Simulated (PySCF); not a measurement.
PySCF input for In(OH)2(SMe) (CH5InO2S), SMILES [S](C)[In]([OH])[OH], PBE-D3(BJ)/def2-SVP. Geometry: PBE-D3(BJ)/def2-SVP. A frequency run showed that this geometry is not a minimum. The structure was generated by enumeration; whether it is a known compound was not checked. The def2 effective core potentials stand for the cores of In; spin–orbit coupling is left out. One conformer was computed; it need not be the lowest.

```python
import numpy as np
from pyscf import gto, scf, dft, df
from pyscf.hessian import thermo

mol = gto.M(
    atom='''
    In   -0.00896532    0.52059883    0.00000000
    O    -1.02088477    2.27256975   -0.00000000
    H    -0.37738067    3.00858220   -0.00000000
    O     2.02438138    0.40647580    0.00000000
    H     2.42497363    1.29661735    0.00000000
    S    -0.98522248   -1.66768828    0.00000000
    C     0.57883998   -2.65869699    0.00000000
    H     1.47851079   -2.01561310    0.00000000
    H     0.58787193   -3.29804961    0.90318283
    H     0.58787193   -3.29804961   -0.90318284
    ''',
    basis='def2-SVP',
    ecp={'In': 'def2-svp'},
    charge=0,
    spin=0,
    max_memory=1600,
    verbose=3,
)
mf = dft.RKS(mol, xc='pbe').density_fit(auxbasis='def2-universal-jkfit')
mf.disp = 'd3bj'
mf.grids.level = 3
mf.conv_tol = 1e-11
mf.max_cycle = 100
mf.kernel()

# [left out here: the lines that compute and print the analytic Hessian (its translational invariance restored by hand, since the grid's response is missing), thermochemistry and intensities]
```

Log of the run:

```
converged SCF energy = -779.281118880756

WARN: DFTD3 does not support analytical Hessian, using finite difference


WARN: Mole.unit (angstrom) is changed to Bohr

Mode                                 0                   1                   2
Irrep
Freq [cm^-1]                      -56.5313             38.7292             76.1884
Reduced mass [au]                   1.0743              3.0610              6.2332
Force const [Dyne/A]               -0.0020              0.0027              0.0213
Char temp [K]                     -81.3360             55.7228            109.6182
Normal mode                   x     y     z       x     y     z       x     y     z
       0  In                -0.00  0.00 -0.01   -0.00 -0.00  0.00    0.04  0.00  0.00
       1   O                 0.00  0.00  0.04    0.00  0.00 -0.10   -0.13 -0.09 -0.00
       2   H                 0.00  0.00 -0.39    0.00  0.00  0.08   -0.22 -0.02 -0.00
       3   O                -0.00 -0.00 -0.04   -0.00 -0.00  0.08    0.04  0.08  0.00
       4   H                 0.00 -0.00  0.58    0.00 -0.00 -0.14   -0.00  0.09  0.00
       5   S                 0.00 -0.00  0.01    0.00 -0.00  0.08   -0.03  0.03  0.00
       6   C                 0.00  0.00  0.01    0.00  0.00 -0.15   -0.09 -0.06 -0.00
       7   H                 0.00  0.00  0.40    0.00  0.00  0.02   -0.05 -0.12 -0.00
       8   H                -0.20 -0.26 -0.17   -0.02 -0.20 -0.29   -0.13 -0.06 -0.00
       9   H                 0.20  0.26 -0.17    0.02  0.20 -0.29   -0.13 -0.06  0.00
Mode                                 3                   4                   5
Irrep
Freq [cm^-1]                       97.1475            122.2037            131.8013
Reduced mass [au]                   2.2818              6.0459              1.9090
Force const [Dyne/A]                0.0127              0.0532              0.0195
Char temp [K]                     139.7736            175.8239            189.6327
Normal mode                   x     y     z       x     y     z       x     y     z
       0  In                -0.00 -0.00  0.04    0.01  0.02 -0.00    0.00  0.00  0.03
       1   O                 0.00  0.00 -0.12   -0.10 -0.04  0.00   -0.00 -0.00 -0.08
       2   H                 0.00  0.00 -0.48   -0.17  0.02 -0.00   -0.00  0.00  0.33
       3   O                -0.00 -0.00 -0.07   -0.01 -0.19  0.00    0.00 -0.00 -0.10
       4   H                 0.00 -0.00  0.21    0.12 -0.24  0.00    0.00 -0.00 -0.33
       5   S                 0.00 -0.00 -0.02    0.02  0.02 -0.00    0.00 -0.00 -0.05
       6   C                 0.00  0.00 -0.06    0.03  0.04  0.00   -0.00 -0.00  0.05
       7   H                 0.00  0.00 -0.27    0.02  0.06 -0.00   -0.00 -0.00  0.36
       8   H                 0.13  0.13  0.03    0.04  0.04 -0.00   -0.19 -0.18 -0.07
       9   H                -0.13 -0.13  0.03    0.04  0.04  0.00    0.19  0.18 -0.07
Mode                                 6                   7                   8
Irrep
Freq [cm^-1]                      186.3887            220.0626            353.0093
Reduced mass [au]                   4.4810              1.0852             16.0819
Force const [Dyne/A]                0.0917              0.0310              1.1808
Char temp [K]                     268.1719            316.6211            507.9018
Normal mode                   x     y     z       x     y     z       x     y     z
       0  In                 0.01 -0.03  0.00   -0.00  0.00 -0.00    0.02  0.03  0.00
       1   O                -0.00 -0.04  0.00    0.00  0.00 -0.05   -0.02  0.03  0.00
       2   H                -0.02 -0.03  0.00    0.00 -0.00  0.68   -0.03  0.04 -0.00
       3   O                 0.01  0.02 -0.00   -0.00 -0.00 -0.04    0.03  0.00  0.00
       4   H                -0.03  0.04 -0.00    0.00 -0.00  0.65    0.02  0.01  0.00
       5   S                -0.07  0.04 -0.00    0.00 -0.00  0.02   -0.08 -0.13 -0.00
       6   C                 0.04  0.19  0.00   -0.00 -0.00 -0.01    0.02  0.01  0.00
       7   H                -0.02  0.28  0.00    0.00 -0.00 -0.11   -0.05  0.10 -0.00
       8   H                 0.11  0.19 -0.00    0.06  0.07  0.04    0.10  0.01  0.00
       9   H                 0.11  0.19  0.00   -0.06 -0.07  0.04    0.10  0.01 -0.00
Mode                                 9                  10                  11
Irrep
Freq [cm^-1]                      547.7431            576.0638            675.6594
Reduced mass [au]                  14.0709             15.1139              6.9442
Force const [Dyne/A]                2.4873              2.9551              1.8678
Char temp [K]                     788.0803            828.8275            972.1234
Normal mode                   x     y     z       x     y     z       x     y     z
       0  In                 0.02  0.02  0.00    0.03 -0.03  0.00    0.00  0.00 -0.00
       1   O                 0.06 -0.10  0.00   -0.10  0.17  0.00   -0.00  0.00  0.00
       2   H                 0.01 -0.06 -0.00   -0.01  0.10 -0.00    0.00 -0.00  0.00
       3   O                -0.21  0.01  0.00   -0.10  0.00 -0.00   -0.00 -0.00 -0.00
       4   H                -0.09 -0.05 -0.00   -0.05 -0.02  0.00   -0.04  0.02 -0.00
       5   S                -0.01 -0.01 -0.00    0.00  0.01  0.00    0.08 -0.06 -0.00
       6   C                 0.00 -0.00  0.00    0.00  0.00 -0.00   -0.19  0.13  0.00
       7   H                -0.00  0.01 -0.00    0.01 -0.01  0.00   -0.15  0.08  0.00
       8   H                 0.01 -0.00 -0.00   -0.00  0.00  0.00   -0.13  0.10 -0.01
       9   H                 0.01 -0.00  0.00   -0.00  0.00 -0.00   -0.13  0.10  0.01
Mode                                12                  13                  14
Irrep
Freq [cm^-1]                      758.9335            824.5990            932.8586
Reduced mass [au]                   1.0706              1.0822              1.1718
Force const [Dyne/A]                0.3633              0.4336              0.6008
Char temp [K]                    1091.9363           1186.4144           1342.1758
Normal mode                   x     y     z       x     y     z       x     y     z
       0  In                -0.00 -0.00  0.00   -0.00 -0.01 -0.00    0.00 -0.00  0.00
       1   O                -0.02 -0.00 -0.00    0.06  0.00 -0.00    0.00 -0.00 -0.00
       2   H                 0.27 -0.25  0.00   -0.65  0.60  0.00    0.00 -0.00 -0.01
       3   O                -0.02  0.05  0.00   -0.01  0.02 -0.00   -0.00 -0.00 -0.00
       4   H                 0.82 -0.34 -0.00    0.33 -0.14  0.00   -0.00 -0.00 -0.01
       5   S                -0.00 -0.00 -0.00    0.00 -0.00  0.00   -0.00 -0.00  0.02
       6   C                -0.01  0.01  0.00   -0.00  0.00 -0.00    0.00 -0.00 -0.11
       7   H                -0.02  0.02  0.00   -0.00  0.00  0.00   -0.00  0.00  0.25
       8   H                -0.00  0.01 -0.00   -0.01  0.00  0.00   -0.45  0.40  0.17
       9   H                -0.00  0.01  0.00   -0.01  0.00 -0.00    0.45 -0.40  0.17
Mode                                15                  16                  17
Irrep
Freq [cm^-1]                      955.6840           1292.3039           1407.8163
Reduced mass [au]                   1.1950              1.1313              1.0524
Force const [Dyne/A]                0.6430              1.1132              1.2289
Char temp [K]                    1375.0165           1859.3375           2025.5342
Normal mode                   x     y     z       x     y     z       x     y     z
       0  In                -0.00 -0.00  0.00   -0.00 -0.00  0.00    0.00 -0.00  0.00
       1   O                 0.00  0.00 -0.00    0.00  0.00  0.00   -0.00  0.00 -0.00
       2   H                -0.01  0.01  0.00   -0.01  0.01  0.00   -0.00  0.00  0.00
       3   O                 0.00  0.00  0.00    0.00 -0.00 -0.00    0.00  0.00 -0.00
       4   H                -0.01  0.00  0.00    0.01 -0.00 -0.00   -0.00  0.00 -0.01
       5   S                 0.01  0.02  0.00   -0.01  0.01  0.00    0.00  0.00 -0.00
       6   C                -0.07 -0.09 -0.00   -0.08  0.06 -0.00    0.00  0.00 -0.06
       7   H                -0.47  0.46 -0.00    0.33 -0.48  0.00   -0.00  0.00  0.72
       8   H                 0.44 -0.01  0.06    0.44 -0.21 -0.17    0.43  0.15  0.06
       9   H                 0.44 -0.01 -0.06    0.44 -0.21  0.17   -0.43 -0.15  0.06
Mode                                18                  19                  20
Irrep
Freq [cm^-1]                     1408.1356           2985.4722           3093.1956
Reduced mass [au]                   1.0486              1.0303              1.1083
Force const [Dyne/A]                1.2250              5.4106              6.2475
Char temp [K]                    2025.9937           4295.4298           4450.4198
Normal mode                   x     y     z       x     y     z       x     y     z
       0  In                -0.00  0.00  0.00   -0.00  0.00  0.00   -0.00 -0.00 -0.00
       1   O                 0.00 -0.00 -0.00    0.00  0.00  0.00    0.00  0.00  0.00
       2   H                 0.00 -0.00  0.00   -0.00 -0.00  0.00   -0.00 -0.00  0.00
       3   O                -0.00 -0.00 -0.00   -0.00 -0.00 -0.00   -0.00 -0.00 -0.00
       4   H                 0.00 -0.00 -0.00    0.00  0.00 -0.00    0.00  0.00  0.00
       5   S                -0.00 -0.00 -0.00   -0.00  0.00  0.00   -0.00  0.00 -0.00
       6   C                -0.03 -0.05 -0.00    0.03 -0.03 -0.00    0.00  0.00  0.09
       7   H                 0.19 -0.33  0.00   -0.42 -0.32 -0.00   -0.00 -0.00  0.02
       8   H                 0.15  0.50  0.37    0.01  0.33 -0.49    0.01  0.39 -0.54
       9   H                 0.15  0.50 -0.37    0.01  0.33  0.49   -0.01 -0.39 -0.54
Mode                                21                  22                  23
Irrep
Freq [cm^-1]                     3105.3873           3697.5815           3715.1862
Reduced mass [au]                   1.1086              1.0670              1.0672
Force const [Dyne/A]                6.2986              8.5951              8.6790
Char temp [K]                    4467.9609           5319.9966           5345.3258
Normal mode                   x     y     z       x     y     z       x     y     z
       0  In                -0.00 -0.00 -0.00   -0.00  0.00 -0.00    0.00 -0.00  0.00
       1   O                 0.00  0.00 -0.00   -0.04 -0.05 -0.00   -0.00 -0.00 -0.00
       2   H                -0.00  0.00 -0.00    0.62  0.74  0.00    0.03  0.03  0.00
       3   O                 0.00 -0.00  0.00    0.00  0.00 -0.00   -0.03 -0.05 -0.00
       4   H                 0.00  0.00  0.00   -0.02 -0.04  0.00    0.41  0.87 -0.00
       5   S                -0.00  0.00  0.00    0.00  0.00  0.00    0.00  0.00 -0.00
       6   C                 0.05  0.07 -0.00    0.00  0.00  0.00   -0.00 -0.00 -0.00
       7   H                -0.64 -0.48 -0.00   -0.00 -0.00  0.00    0.00  0.00 -0.00
       8   H                 0.00 -0.19  0.30   -0.00  0.00 -0.00   -0.00  0.00 -0.00
       9   H                 0.00 -0.19 -0.30   -0.00  0.00  0.00   -0.00  0.00  0.00
temperature 298.1500 [K]
pressure 101325.00 [Pa]
Rotational constants [GHz] 3.95580 1.53973 1.11638
Symmetry number 1
Zero-point energy (ZPE) 0.06197 [Eh]   162704.993 [J/mol]
                           tot       elec      trans        rot        vib
Entropy [J/mol/K]       402.745      0.000    174.568    118.193    109.984
Cv [J/mol/K]            111.415      0.000     12.472     12.472     86.472
Cp [J/mol/K]            119.730      0.000     20.786     12.472     86.472
Internal energy [J/mol]                      3718.434   3718.434 178422.354
Internal energy [Eh]   -779.21033  -779.28112
Enthalpy [J/mol]                             6197.391   3718.434 178422.354
Enthalpy [Eh]          -779.20938
Gibbs free energy [J/mol]                  -45850.114 -31520.883 145630.605
Gibbs free energy [Eh] -779.25512
mode   freq/cm-1   IR/(km/mol)
   1      -56.53         3.152
   2       38.73         2.135
   3       76.19         1.037
   4       97.15         2.270
   5      122.20        29.648
   6      131.80        18.494
   7      186.39         0.189
   8      220.06       166.838
   9      353.01        17.062
  10      547.74        46.569
  11      576.06        72.530
  12      675.66         3.101
  13      758.93       107.865
  14      824.60        15.791
  15      932.86         6.483
  16      955.68         9.373
  17     1292.30        10.135
  18     1407.82         4.768
  19     1408.14         6.338
  20     2985.47        21.738
  21     3093.20         2.307
  22     3105.39         1.561
  23     3697.58        42.752
  24     3715.19        36.535
max |gradient| / (hartree/bohr): 0.00013783074557971895
APT charges: [ 1.2189 -0.6892  0.2082 -0.6945  0.2114 -0.3424  0.0495  0.0502 -0.0061
 -0.0061]
```

Self-consistency was reached. The end point has an imaginary mode, so it is no minimum.

Cost: very roughly 2.0 core-minutes.
